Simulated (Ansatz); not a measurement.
Two members of one family (Cyclo-(X2SnO)n), computed with Ansatz in the gas phase; def2 core potentials for Sn, no spin–orbit coupling. The two geometries come from different levels. Binding counts from free atoms in the multiplicity of their measured ground term, without zero-point energy. The structures are stationary points that may keep the symmetry of their start.

First: cyclo-(H2SnO)2 (singlet, charge 0, B3LYP-D4/def2-SVP geometry).

```xyz
8

Sn   -0.0485   -1.4505    0.3416
H    -1.2214   -2.5199   -0.3191
H     1.0659   -2.1840    1.4280
O     0.8381   -0.2743   -1.0445
Sn    0.0483    1.4504   -0.3416
H    -1.0652    2.1842   -1.4279
H     1.2212    2.5198    0.3190
O    -0.8384    0.2742    1.0445
```

```json
{"level": "PBE-D4/def2-SVP", "HOMO (eV)": "-6.02", "LUMO (eV)": "-1.90", "gap (eV)": "4.11", "binding per atom (eV)": "2.85"}
{"level": "PBE-D4/def2-TZVP", "HOMO (eV)": "-6.34", "LUMO (eV)": "-2.14", "gap (eV)": "4.20", "binding per atom (eV)": "2.92"}
{"level": "PBE0-D4/def2-SVP", "HOMO (eV)": "-7.53", "LUMO (eV)": "-1.10", "gap (eV)": "6.43", "binding per atom (eV)": "2.73"}
{"level": "PBE0-D4/def2-TZVP", "HOMO (eV)": "-7.79", "LUMO (eV)": "-1.36", "gap (eV)": "6.43", "binding per atom (eV)": "2.80"}
{"level": "BHLYP-D4/def2-TZVP", "HOMO (eV)": "-9.17", "LUMO (eV)": "-0.63", "gap (eV)": "8.54", "binding per atom (eV)": "2.69"}
```

Second: cyclo-(F2SnO)3 (singlet, charge 0, PBE-D4/def2-SVP geometry).

Cartesian coordinates in Å:
```
Sn 1.6934 0.6685 -0.8364
F 3.3778 1.0497 0.0306
F 1.9220 1.0843 -2.7095
O 0.2921 1.8068 0.0036
Sn -1.5971 1.2141 0.2133
F -2.4494 2.3321 1.5350
F -2.5616 1.4462 -1.4485
O -1.7064 -0.6945 0.7656
Sn -0.1356 -1.9089 0.6388
F 0.6842 -2.0770 2.3851
F -0.7240 -3.6666 0.1021
O 1.2045 -1.2547 -0.6796
```

Estimate the same table for the second.


```json
{"level": "PBE-D4/def2-SVP", "HOMO (eV)": "-8.77", "LUMO (eV)": "-5.50", "gap (eV)": "3.27", "binding per atom (eV)": "3.89"}
{"level": "PBE-D4/def2-TZVP", "HOMO (eV)": "-9.06", "LUMO (eV)": "-5.73", "gap (eV)": "3.32", "binding per atom (eV)": "3.97"}
{"level": "PBE0-D4/def2-SVP", "HOMO (eV)": "-10.71", "LUMO (eV)": "-4.81", "gap (eV)": "5.90", "binding per atom (eV)": "3.58"}
{"level": "PBE0-D4/def2-TZVP", "HOMO (eV)": "-10.86", "LUMO (eV)": "-4.94", "gap (eV)": "5.92", "binding per atom (eV)": "3.69"}
{"level": "BHLYP-D4/def2-TZVP", "HOMO (eV)": "-12.54", "LUMO (eV)": "-4.10", "gap (eV)": "8.43", "binding per atom (eV)": "3.41"}
```
